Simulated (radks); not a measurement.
All-electron atom: Tb2+ in [Xe] 4f9. Calculated with a radial shooting solver on a logarithmic mesh with Libxc functionals: scalar-relativistic Kohn-Sham, r2SCAN, spin-polarised, spherical densities, finite nucleus; open shells are filled with parallel spins first (spin-orbit coupling, left out, can overturn this in heavy ions); meta-GGA in the generalised Kohn-Sham scheme; Fermi nuclear charge, rms radius 5.06 fm. Some entries of the table are withheld. Estimate them.

orbital  occ.  eigenvalue (eV)  r(max) (bohr)  <r^2> (bohr^2)
1s up       1        -51942.47        0.01364       0.0006318
1s down     1        -51942.47        0.01364       0.0006318
2s down     1        -8643.350        0.07746        0.009885
2s up       1        -8643.343        0.07746        0.009886
2p up       3        -7678.591        0.06280        0.007990
2p down     3        -7678.586        0.06280        0.007990
3s up       1        -1936.435         0.2195         0.06533
3s down     1        -1934.049         0.2194         0.06523
3p up       3        -1637.356         0.2156         0.06563
3p down     3        -1634.969         0.2155         0.06551
3d up       5        -1247.350         0.1767         0.05515
3d down     5        -1245.503         0.1765         0.05501
4s up       1        -400.5822         0.5050          0.3313
4s down     1        -395.0475         0.5048          0.3312
4p up       3        -301.6733         0.5272          0.3745
4p down     3        -296.1259         0.5269          0.3746
4d up       5        -165.3684            (1)          0.4521
4d down     5        -159.7909            (2)          0.4537
5s up       1         -63.8014          1.180           1.960
5s down     1         -61.1481          1.194           2.038
5p up       3         -40.2117          1.340           2.697
5p down     3         -38.4015          1.362           2.821
4f up       7              (3)         0.5557           1.010
4f down     2              (4)         0.5584           1.222

Answer. 
(1) 4d up r(max) (bohr): 0.5473
(2) 4d down r(max) (bohr): 0.5470
(3) 4f up eigenvalue (eV): -18.3536
(4) 4f down eigenvalue (eV): -13.4700
